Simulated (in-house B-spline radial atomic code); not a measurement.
## RPA and G0W0 on LC-wPBE: the titanium ion Ti⁴⁺

Configuration [Ne] 3s2 3p6, mean-field start LC-wPBE. Computed with an all-electron radial atomic-structure program (B-spline basis): all electrons, scalar-relativistic (spin-free one-electron X2C), finite nucleus, each spin shell either full or empty, empty states to l = 9 with an (l + 1/2)⁻⁴ tail; G0W0 by contour deformation at full frequency.

Command:
```bash
python run_gw.py task.json out
```
Settings (radii: box in bohr, nucleus in fm):
```
Z                        22
electrons                18
configuration            [Ne] 3s2 3p6
hamiltonian              x2c
method                   lc_wpbe
lmax                     9
rms_radius               3.5921
spin_polarised           False
box_radius               11.96
intervals                69
```

Time taken, with all properties: 2.3 s on 1 thread of Arm Neoverse N1, on a shared host.

Energies (hartree):

| term | value |
| --- | --- |
| mean-field total | -850.18796 |
| Hartree-Fock functional on these orbitals | -849.53747 |
| direct second order | -1.3004 |
| second-order exchange | 0.43788 |
| SOSEX correction | 0.40376 |

(1) What is the RPA correlation energy, and what remains with SOSEX?

Quasi-particle levels (eV):

```json
{"level": "3p", "occupied": "yes", "mean field": "-94.96", "Σx - vxc": "-4.31", "Σc": "?", "QP weight": "?", "G0W0": "?"}
{"level": "2p", "occupied": "yes", "mean field": "-505.45", "Σx - vxc": "-35.09", "Σc": "11.30", "QP weight": "0.884", "G0W0": "-529.23"}
{"level": "3d", "occupied": "no", "mean field": "-47.12", "Σx - vxc": "6.36", "Σc": "-2.75", "QP weight": "0.971", "G0W0": "-43.51"}
```

G0W0 = mean field + (Σx - vxc) + Σc, with Σc (partial-wave tail included) taken at the quasi-particle energy. Only the outer levels were computed. Levels of low weight are left out.

(2) Where does G0W0 put 3p?

Answers

(1) RPA gives -1.1547 hartree (-1.75 eV per electron); RPA + SOSEX gives -0.75098, and the second-order doubles -0.86251 hartree (no singles). SOSEX takes back 35 % of the RPA value.

(2) At -99.66 eV, with Σc = -0.39 eV and a quasi-particle weight of 0.959. The tabulated removal energy is 99.299 ± 0.012 eV (NIST, measured); the calculation leaves out spin-orbit coupling, Breit and QED terms, and what these don't explain is the method's own error.
